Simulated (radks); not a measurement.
Values are calculated unless marked as measured or tabulated.
Q: Level of theory: non-relativistic Kohn-Sham, LB94 model potential, spin-polarised, spherical densities, point nucleus (a radial shooting solver on a logarithmic mesh with Libxc functionals). Response by self-consistent Sternheimer equations with the Hartree and adiabatic LDA kernel. Rank K7+, Al+, Cl5+, Ca8+, P3+, S4+, Mg, Si2+, Ar6+ (NIST ground configurations) by static dipole polarisability, largest first.

A: Mg 60.66, Al+ 21.67, Si2+ 10.75, P3+ 6.260, S4+ 4.011, Cl5+ 2.741, Ar6+ 1.964, K7+ 1.460, Ca8+ 1.116 bohr^3.
